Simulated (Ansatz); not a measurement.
F2H5NSi2 (`N[Si](F)(F)[SiH3]`). The species carries charge 0 and has multiplicity 1. The structure was optimised at the PBE0-D4/def2-TZVP level. It is one conformer, not always the lowest.

```xyz
10

N     1.304    1.067   -0.606
Si    0.527    0.187    0.610
F     0.239    1.223    1.786
F     1.445   -0.935    1.282
Si   -1.420   -0.846   -0.157
H     1.496    0.670   -1.510
H     1.908    1.844   -0.393
H    -1.100   -1.597   -1.402
H    -1.951   -1.793    0.857
H    -2.448    0.180   -0.467
```

What is the dipole moment at r2SCAN/def2-TZVPP? (Estimate.)

Computed: 2.33 D, with components (0.48, 0.51, -2.22) D in this frame, pointing from negative to positive charge.

And with PBE, B3LYP, ωB97M-V? (An estimate is asked.)

The calculation gave: PBE 2.30 D, B3LYP 2.35 D, ωB97M-V 2.33 D.

Give the Mulliken charges with r2SCAN, ωB97M-V, B3LYP in def2-TZVPP. (An estimate is asked.)

Computed: 
```tsv
atom	r2SCAN	ωB97M-V	B3LYP
N1	-0.44	-0.35	-0.39
Si2	0.81	0.77	0.80
F3	-0.32	-0.31	-0.32
F4	-0.31	-0.30	-0.31
Si5	0.10	-0.02	0.08
H6	0.16	0.12	0.14
H7	0.17	0.13	0.15
H8	-0.06	-0.02	-0.06
H9	-0.05	-0.01	-0.05
H10	-0.05	-0.01	-0.05
```

B3LYP here is the variant with VWN-RPA as its local correlation; programs differ in this.
